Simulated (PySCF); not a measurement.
Molfile (atoms numbered from 1):
```
C4H14PSi2
     RDKit          3D

 21 20  0  0  0  0  0  0  0  0999 V2000
    3.8840    0.6244    0.1245 C   0  0  0  0  0  0  0  0  0  0  0  0
    1.9792    0.7368    0.1986 Si  0  0  0  0  0  4  0  0  0  0  0  0
    1.1049   -1.1813   -0.3790 P   0  0  0  0  0  0  0  0  0  0  0  0
   -0.9886   -0.5591   -0.1492 Si  0  0  0  0  0  4  0  0  0  0  0  0
   -2.1184   -2.0313   -0.5937 C   0  0  0  0  0  0  0  0  0  0  0  0
   -1.5238   -0.0368    1.6084 C   0  0  0  0  0  0  0  0  0  0  0  0
   -1.5709    0.8703   -1.2754 C   0  0  0  0  0  0  0  0  0  0  0  0
    4.3694    1.5744    0.4035 H   0  0  0  0  0  0  0  0  0  0  0  0
    4.2394   -0.1657    0.8059 H   0  0  0  0  0  0  0  0  0  0  0  0
    4.2028    0.3525   -0.8949 H   0  0  0  0  0  0  0  0  0  0  0  0
    1.6980    1.2669    1.5995 H   0  0  0  0  0  0  0  0  0  0  0  0
    1.6532    1.9635   -0.6446 H   0  0  0  0  0  0  0  0  0  0  0  0
   -3.1850   -1.7818   -0.4558 H   0  0  0  0  0  0  0  0  0  0  0  0
   -1.9639   -2.3300   -1.6436 H   0  0  0  0  0  0  0  0  0  0  0  0
   -1.8802   -2.9024    0.0382 H   0  0  0  0  0  0  0  0  0  0  0  0
   -1.3289   -0.8561    2.3194 H   0  0  0  0  0  0  0  0  0  0  0  0
   -0.9387    0.8342    1.9459 H   0  0  0  0  0  0  0  0  0  0  0  0
   -2.5962    0.2251    1.6563 H   0  0  0  0  0  0  0  0  0  0  0  0
   -1.3569    0.6271   -2.3288 H   0  0  0  0  0  0  0  0  0  0  0  0
   -2.6525    1.0698   -1.1703 H   0  0  0  0  0  0  0  0  0  0  0  0
   -1.0234    1.7968   -1.0364 H   0  0  0  0  0  0  0  0  0  0  0  0
  1  2  1  0
  2  3  1  0
  3  4  1  0
  4  5  1  0
  4  6  1  0
  4  7  1  0
  1  8  1  0
  1  9  1  0
  1 10  1  0
  2 11  1  0
  2 12  1  0
  5 13  1  0
  5 14  1  0
  5 15  1  0
  6 16  1  0
  6 17  1  0
  6 18  1  0
  7 19  1  0
  7 20  1  0
  7 21  1  0
M  CHG  1   3  -1
M  END
```

Geometry: PBE0-D3(BJ)/def2-SVP; GIAO absolute shieldings from PySCF 2.14, gas phase, non-relativistic, averaged over equivalent atoms.

At PBE0/pcSseg-1 (210 basis functions, 43 s wall time on 1 thread of an Intel Xeon Platinum 8375C, shared host):
```json
{"atoms": "C5/C6/C7", "σ (ppm)": "177.6"}
{"atoms": "C1", "σ (ppm)": "183.7"}
{"atoms": "Si4", "σ (ppm)": "352.0"}
{"atoms": "Si2", "σ (ppm)": "394.2"}
{"atoms": "P3", "σ (ppm)": "693.9"}
{"atoms": "H11/H12", "σ (ppm)": "26.38"}
{"atoms": "H8/H9/H10", "σ (ppm)": "31.24"}
{"atoms": "H13/H14/H15/H16/H17/H18/H19/H20/H21", "σ (ppm)": "31.37"}
```

Question: What do these become at HF/pcSseg-1?

Answer: 
```json
{"atoms": "C5/C6/C7", "σ at HF/pcSseg-1": "184.4", "change": "+6.8"}
{"atoms": "C1", "σ at HF/pcSseg-1": "189.1", "change": "+5.4"}
{"atoms": "Si4", "σ at HF/pcSseg-1": "388.9", "change": "+36.9"}
{"atoms": "Si2", "σ at HF/pcSseg-1": "424.1", "change": "+29.9"}
{"atoms": "P3", "σ at HF/pcSseg-1": "748.9", "change": "+55.0"}
{"atoms": "H11/H12", "σ at HF/pcSseg-1": "27.53", "change": "+1.15"}
{"atoms": "H8/H9/H10", "σ at HF/pcSseg-1": "31.73", "change": "+0.49"}
{"atoms": "H13/H14/H15/H16/H17/H18/H19/H20/H21", "σ at HF/pcSseg-1": "31.89", "change": "+0.52"}
```

The largest change is at P3 (phosphorus bonded to 2 Si). Cost: 210 basis functions, 18 s wall time on 1 thread of an Intel Xeon Platinum 8375C, shared host.
